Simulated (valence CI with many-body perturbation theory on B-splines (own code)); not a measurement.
Hyperfine factors and g values of In16+

Computed by valence CI with perturbative core correlation (CI+MBPT): five valence electrons over a frozen Dirac-Fock core [Ar] 3d10, radial functions for each j: 9 s, 9 p, 8 d, 6 f, 3 g, 1 h, with the one-electron correlation potential Σ1 (screened to all orders), the two-electron term Σ2, the three-electron term Σ3, Breit, model QED; selected single and double excitations, second order for the rest (own B-spline code, finite nucleus).

No measured spectrum was set against this ion. As an estimate, levels hold to about 250 cm⁻¹ or 0.2 % of their energy and the worst to 1 %, as in measured heavy ions of charge 2 to 7; those with d or f electrons hold less well. Among the levels kept, up to 310 cm⁻¹ of a level comes from second order outside the variational space, and about a tenth of that is noise between levels of different J, which matters for small intervals.

A/g_I is the dipole constant over the nuclear g factor μ/I (μ in nuclear magnetons, uniformly magnetised nucleus), B/Q the quadrupole constant per barn. Both hold the static response of the core; the bare values leave it out. Large factors of s and p1/2 electrons are usually good to 5 to 10 %; those of open d and f shells near neutrality can be off by tens of per cent, and small factors of p3/2, d and f electrons come from cancelling terms and can be off by a factor of two or in sign, in half-filled shells by more. B is blank for J = 1/2, where it vanishes, and for nearly pure S terms. Energies count from the lowest level.

Names give the largest LS component (configuration and term), which can be under half, so a name can repeat, a term be missing and a line seem to break the LS rules; names also repeat where a configuration has a term twice. Letters in brackets count levels of one name in rising energy.

| Level | E (eV) | g | A/g_I (MHz) | A/g_I bare | B/Q (MHz/b) | B/Q bare |
| --- | --- | --- | --- | --- | --- | --- |
| 4s2 4p3 4S°_3/2 | 0.00 | 1.616 | 6240 | 5680 | 9100 | 8550 |
| 4s2 4p3 2D°_3/2 | 7.19 | 1.263 | 2190 | 2020 | 9490 | 8920 |
| 4s2 4p3 2D°_5/2 | 9.55 | 1.199 | 17800 | 16800 | -84.5 | -74.5 |
| 4s2 4p3 2P°_1/2 | 12.99 | 0.664 | 53300 | 50600 |  |  |
| 4s2 4p3 2P°_3/2 | 19.86 | 1.253 | 9370 | 8810 | -18600 | -17500 |
| 4s 4p4 4P_5/2 | 46.40 | 1.556 | 41600 | 39400 | 11300 | 10700 |
| 4s 4p4 4P_3/2 | 51.37 | 1.577 | 15400 | 14600 | -12800 | -12000 |
| 4s 4p4 4P_1/2 | 52.05 | 2.512 | 120000 | 114000 |  |  |
| 4s 4p4 2D_3/2 | 57.57 | 1.042 | 3250 | 3110 | -16700 | -15700 |
| 4s 4p4 2D_5/2 | 59.87 | 1.242 | 48100 | 45600 | -27600 | -26000 |
| 4s 4p4 2S_1/2 [a] | 64.64 | 1.514 | 40300 | 38200 |  |  |
| 4s 4p4 2P_3/2 | 65.74 | 1.214 | 3390 | 3180 | 5900 | 5560 |
| 4s2 4p2 4d 4F_3/2 | 68.67 | 0.627 | 4080 | 4060 | 3150 | 2920 |
| 4s2 4p2 4d 4F_5/2 | 70.98 | 1.147 | 1560 | 1570 | 6520 | 6080 |
| 4s 4p4 2S_1/2 [b] | 73.43 | 1.040 | 95800 | 91000 |  |  |
| 4s2 4p2 4d 2F_5/2 | 74.43 | 0.945 | 13700 | 13000 | -5720 | -5400 |
| 4s2 4p2 4d 4F_7/2 | 75.53 | 1.230 | 4210 | 4000 | 6340 | 5910 |
| 4s2 4p2 4d 4D_3/2 | 76.03 | 1.053 | 9390 | 8950 | -8620 | -8100 |
| 4s2 4p2 4d 4D_1/2 | 76.15 | 0.319 | 40500 | 38700 |  |  |
| 4s2 4p2 4d 2F_7/2 [a] | 76.29 | 1.236 | 6410 | 6090 | 12100 | 11400 |
| 4s2 4p2 4d 4F_9/2 | 78.05 | 1.262 | 8670 | 8210 | 1110 | 981 |
| 4s2 4p2 4d 4D_5/2 | 78.94 | 1.190 | 8480 | 8100 | -7930 | -7460 |
| 4s2 4p2 4d 2P_3/2 [a] | 80.59 | 1.239 | -4920 | -4650 | -102 | -117 |
| 4s2 4p2 4d 2G_7/2 | 82.69 | 1.053 | 9850 | 9370 | 16000 | 15000 |
| 4s2 4p2 4d 4P_5/2 | 83.78 | 1.473 | 3330 | 3130 | -108 | -94.7 |
| 4s2 4p2 4d 4P_3/2 | 84.50 | 1.435 | 5860 | 5560 | -4070 | -3820 |
| 4s2 4p2 4d 4P_1/2 | 84.69 | 1.953 | 27800 | 26300 |  |  |
| 4s2 4p2 4d 2F_7/2 [b] | 85.91 | 1.188 | 5320 | 5060 | 7140 | 6680 |
| 4s2 4p2 4d 2D_3/2 [a] | 86.63 | 0.945 | 10700 | 10200 | 7390 | 6930 |
| 4s2 4p2 4d 2G_9/2 | 87.29 | 1.181 | 5880 | 5610 | 22100 | 20700 |
| 4s2 4p2 4d 2P_1/2 [a] | 88.06 | 1.109 | -6140 | -6010 |  |  |
| 4s2 4p2 4d 2D_5/2 [a] | 88.78 | 1.128 | 3220 | 3080 | 10300 | 9640 |
| 4s2 4p2 4d 2P_1/2 [b] | 90.93 | 0.980 | -9640 | -9080 |  |  |
| 4s2 4p2 4d 2D_3/2 [b] | 91.45 | 1.031 | 7280 | 6890 | -5670 | -5320 |
| 4s2 4p2 4d 2D_5/2 [b] | 92.42 | 1.129 | 7870 | 7510 | -3810 | -3590 |
| 4s2 4p2 4d 2D_5/2 [c] | 94.00 | 1.201 | 3170 | 3090 | 22200 | 20800 |
| 4s2 4p2 4d 2F_7/2 [c] | 95.58 | 1.130 | 8080 | 7670 | -2570 | -2420 |
| 4s2 4p2 4d 2S_1/2 | 96.26 | 1.903 | 28200 | 27000 |  |  |
| 4s2 4p2 4d 2P_3/2 [b] | 96.39 | 1.216 | 4180 | 4030 | -3340 | -3130 |
| 4s2 4p2 4d 2D_3/2 [c] | 100.00 | 0.878 | 4730 | 4620 | 5380 | 5050 |

(1) Take the isotope of mass number 113, with I = 9/2, μ = 5.5208 μN and Q = 0.761 b. What is the hyperfine structure of 4s 4p4 4P_1/2?

## Answers

(1) From the table A = 147000 MHz. Shifts from the centre of gravity in MHz: F = 4: -404000, F = 5: 331000.
